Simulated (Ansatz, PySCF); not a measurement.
This Ansatz (a first-principles code) input computes a PBE0/def2-TZVPD energy:

Ansatz 0.2 input:
```yaml
crystal:
  periodic: [false, false, false]
  atoms:
    - {symbol: O, position_ang: [1.46243519, -0.27158860, 0.05994183]}
    - {symbol: C, position_ang: [0.24139465, -0.07905500, 0.00928273]}
    - {symbol: C, position_ang: [-1.11361313, -0.60521022, -0.06015192]}
    - {symbol: C, position_ang: [-0.85028880, 0.75894935, -0.02411318]}
    - {symbol: H, position_ang: [-1.36443788, 1.72460404, -0.02964051]}
basis:
  gaussian:
    orbitals: def2-TZVPD
hamiltonian:
  xc: {name: PBE0}
total_charge: -1
output: {forces: true}
```

**Question.** Write an input for the same energy in PySCF and say what it gives.

**Answer.** 
```python
from pyscf import gto, scf, dft

mol = gto.M(
    atom='''
    O     1.46243519   -0.27158860    0.05994183
    C     0.24139465   -0.07905500    0.00928273
    C    -1.11361313   -0.60521022   -0.06015192
    C    -0.85028880    0.75894935   -0.02411318
    H    -1.36443788    1.72460404   -0.02964051
    ''',
    basis='def2-tzvpd',
    charge=-1,
    spin=0,
    verbose=4,
)

mf = dft.RKS(mol, xc='pbe0').density_fit(auxbasis='def2-universal-jkfit')
mf.grids.level = 3
mf.conv_tol = 1e-9
mf.max_cycle = 100
mf.max_memory = 1500
mf.kernel()
if not mf.converged:
    mf = mf.newton()
    mf.kernel(mf.make_rdm1())
mf.analyze()
```
It gives -189.90866 Eh, and Ansatz -189.90863 Eh, a difference of 0.03 mEh, from the treatment of integrals and grids.

It need not be the lowest isomer of its formula. Whether it binds its extra electron was not tested at this geometry.
